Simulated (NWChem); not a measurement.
Molecule: SiH2S, singlet; SMILES [SiH]S

Program: NWChem. Pople sets run with spherical d functions. Low-valent species are run as closed-shell singlets; no triplet was tried in these runs. Structure relaxed at the PBE-D3(BJ)/def2-SVP level. B3LYP is NWChem's, with the RPA form of VWN correlation. Static field.

| level | isotropic polarisability (bohr³) | anisotropy (bohr³) |
|---|---|---|
| PBE/6-31+G* | 50.0 | 33.9 |
| B3LYP/6-31+G* | 49.1 | 32.2 |
| LC-BLYP (range parameter 0.33 per bohr)/6-31+G* | 48.3 | 29.9 |
| LDA (Slater exchange, VWN5)/6-31+G* | 50.3 | 34.2 |
